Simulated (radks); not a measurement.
Coulomb parameter of the 4f shell of the thulium ion Tm3+ in the model configuration [Xe] 4f11 6p1, as a second difference U = [E(n + 0.5) + E(n - 0.5) - 2 E(n)] / (0.5)^2 with all orbitals relaxed. "Bare": the charge of the atom changes with n. "Screened": the 6p shell takes up the change at fixed total charge, which measures U(4f,4f) + U(6p,6p) - 2 U(4f,6p). All-electron calculation, Dirac Kohn-Sham, PBE, spin-unpolarised, spherical densities, point nucleus; open shells are shared between the two j in proportion to 2j + 1. Program: a radial shooting solver on a logarithmic mesh with Libxc functionals.

| case | configuration | E - E(n) (eV) |
|---|---|---|
| start | [Xe] 4f11 6p1 | 0.000 |
| bare +0.5 | [Xe] 4f11.5 6p1 | -21.279 |
| bare -0.5 | [Xe] 4f10.5 6p1 | 26.552 |
| screened +0.5 | [Xe] 4f11.5 6p0.5 | -12.239 |
| screened -0.5 | [Xe] 4f10.5 6p1.5 | 14.791 |

U(bare) = 21.090 eV, U(screened by 6p) = 10.210 eV.
